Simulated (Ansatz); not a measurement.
```xyz
7

C     0.0000    0.0145   -0.6350
C     0.0000   -0.0388    0.7272
H     0.8590    0.0136    1.2473
H    -0.8590    0.0136    1.2473
H     0.0000    0.9753   -0.9807
H     0.8201   -0.4285   -1.0335
H    -0.8201   -0.4285   -1.0335
```

Basis set: cc-pVDZ (spherical functions). Frozen core: 2 orbitals. Charge 0, multiplicity 2.

Computed with Ansatz (development build ahead of 0.2.0); each method stands on the lowest determinant of its kind that the runs found.

Question: Give the atomization energy at this shape (free ground-state atoms in the same class of orbitals less the molecule, no zero-point energy) of doublet C₂H₅ by UHF-MP2, UHF.

Answer:

| method | atomization energy |
| --- | --- |
| UHF-MP2 | 23.28 eV |
| UHF | 18.94 eV |

Caution: the shape is not the minimum.
